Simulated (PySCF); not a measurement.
## How methods differ on the excitation energy of Zr

Zr [Kr] 4d2 5s2 (3F) → Zr [Kr] 4d3 5s1 (5F), as a difference of total energies. All numbers are calculated (PySCF 2.14, the spin-free X2C one-electron Hamiltonian (Gaussian nucleus), in x2c-QZVPPall (13s8p7d3f2g, 111 functions)). Correlated levels: valence: [Kr] frozen. The calculations carry no spin-orbit coupling.

| method | excitation energy (cm⁻¹) |
| --- | --- |
| UHF | 134.21 |
| MP2 (valence) | 3969.1 |
| SCS-MP2 (valence) | 7990.7 |
| CCSD (valence) | 4901.8 |
| CCSD(T) (valence) | 5397.2 |

Errors of the correlated levels include the incompleteness of this basis and the frozen core.

For comparison: 4738.5 cm⁻¹ (measured; NIST levels, between the centres of gravity of the two terms).
